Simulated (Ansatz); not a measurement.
Coupled-cluster run, C7H15N (`C=CCN(CC)CC`).

```yaml
crystal:
  periodic: [false, false, false]
  atoms:
    - {symbol: C, position_ang: [-1.212974, -2.689110, -1.085348]}
    - {symbol: C, position_ang: [-0.706946, -1.498978, -1.373282]}
    - {symbol: C, position_ang: [0.350158, -0.810235, -0.575699]}
    - {symbol: N, position_ang: [-0.013972, 0.552256, -0.242874]}
    - {symbol: C, position_ang: [1.103054, 1.328959, 0.259674]}
    - {symbol: C, position_ang: [2.091116, 1.719379, -0.823609]}
    - {symbol: C, position_ang: [-1.202996, 0.648239, 0.587569]}
    - {symbol: C, position_ang: [-1.096452, 0.086511, 2.001405]}
    - {symbol: H, position_ang: [-0.892149, -3.241188, -0.206857]}
    - {symbol: H, position_ang: [-1.958596, -3.158813, -1.716256]}
    - {symbol: H, position_ang: [-1.052710, -0.957805, -2.251686]}
    - {symbol: H, position_ang: [0.600990, -1.419216, 0.311412]}
    - {symbol: H, position_ang: [1.259688, -0.768854, -1.183856]}
    - {symbol: H, position_ang: [1.638516, 0.808670, 1.074233]}
    - {symbol: H, position_ang: [0.689454, 2.241140, 0.700804]}
    - {symbol: H, position_ang: [1.581018, 2.252201, -1.628599]}
    - {symbol: H, position_ang: [2.866051, 2.369863, -0.410857]}
    - {symbol: H, position_ang: [2.594987, 0.852986, -1.257392]}
    - {symbol: H, position_ang: [-1.478285, 1.706704, 0.637071]}
    - {symbol: H, position_ang: [-2.016496, 0.140221, 0.061884]}
    - {symbol: H, position_ang: [-2.039683, 0.234186, 2.532832]}
    - {symbol: H, position_ang: [-0.888027, -0.985781, 1.997632]}
    - {symbol: H, position_ang: [-0.311047, 0.581666, 2.577496]}
basis:
  gaussian: {orbitals: def2-TZVPP}
correlation: {method: ccsd_t}
output: {orbitals: {seedname: orbitals}}
```

```sh
$ ansatz run in.yaml --threads 3 --pin off --events-out ev --progress --plain --backend cuda
```

Log, shortened:

```
Functional definition: HF
2672 factors; integrals over basis functions are off by at most 1.0e-3 eV
mean field evaluation 1: about -8927.8055 eV, gradient 4.7e1 eV
mean field evaluation 2: about -8928.2235 eV, gradient 4.7e1 eV
mean field evaluation 4: about -8934.4876 eV, gradient 5.8e0 eV
mean field evaluation 8: about -8934.5904 eV, gradient 3.1e-1 eV
mean field evaluation 16: about -8934.5910 eV, gradient 2.2e-6 eV
mean field -8934.59102308 eV, -328.3401640147 hartree, gradient 2.2e-6 eV, S^2 0.000000; 0 other end points of the search recorded, 0 dependent functions left out
8 core orbitals not correlated: weight in the atoms' cores, before any rotation towards them, 1.000 or more for the frozen orbitals, at most 0.000 for the correlated occupied ones
reference -8934.59102308 eV, -328.3401640147 hartree; 24, 24 occupied and 426, 426 virtual orbitals, 2672 factors
second order -38.57855989 eV of doubles, -0.00000000 eV of singles
cycle   1  -39.54908313 eV  change   -9.7e-1 eV  update   1.2e-1
cycle   2  -40.49243466 eV  change   -9.4e-1 eV  update   3.6e-2
cycle   3  -40.66364468 eV  change   -1.7e-1 eV  update   1.6e-2
cycle   4  -40.65716593 eV  change    6.5e-3 eV  update   4.2e-3
cycle   5  -40.65748738 eV  change   -3.2e-4 eV  update   1.9e-3
cycle   6  -40.65822333 eV  change   -7.4e-4 eV  update   5.0e-4
cycle   7  -40.65800695 eV  change    2.2e-4 eV  update   2.1e-4
cycle   8  -40.65795550 eV  change    5.1e-5 eV  update   6.8e-5
cycle   9  -40.65796967 eV  change   -1.4e-5 eV  update   3.2e-5
perturbative correction -1.70550167 eV, -0.0626760304 hartree
Total energy: -8976.95449442 eV, -329.8969928716 hartree
```

Hardware: 3 threads of an AMD EPYC 7R13 on a shared host and a share of an NVIDIA H100 80 GB. Wall time 67 s, peak host memory 2.2 GiB.

MP2 recovers 91.1 % of the CCSD(T) correlation energy and the triples give 4.0 %; T1 = 0.0100.
